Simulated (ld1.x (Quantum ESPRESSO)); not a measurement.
## Configuration tests for lithium (RRKJ)

lithium (Li), norm-conserving RRKJ (Kleinman–Bylander form), made with ld1.x (Quantum ESPRESSO) 7.5 (PBE, scalar-relativistic). Core none, reference 1s2 2s0.5 2p0 (charge +0.5). Waves: 2p (bound, empty): rc 3.60 bohr; 3d channel at 0.45 Ry: rc 3.90 bohr; 1s (bound): rc 0.65 bohr. Local part: the s channel. Core correction: none.

Occupied shells without a wave of their own: 2s. They enter only through the test configuration that unscreens the potential.

Energies are relative to the spin-unpolarised reference configuration 1s2 2s0.5 2p0; without spin polarisation the order of configurations can differ from experiment.

```
valence configuration  charge  ΔE all-electron (eV)  error AE − PS (meV)
          1s2 2s1 2p0       0                -2.049                 -4.7
          1s2 2s0 2p0      +1                 3.248                 +8.2
          1s2 2s0 2p1       0                -0.262                 +3.6
          1s1 2s1 2p0      +1                66.359                  +71
```

Levels in the configuration 1s2 2s0 2p0:

| level | all-electron (eV) | pseudo (eV) |
| --- | --- | --- |
| 1s | -60.415 | -60.397 |
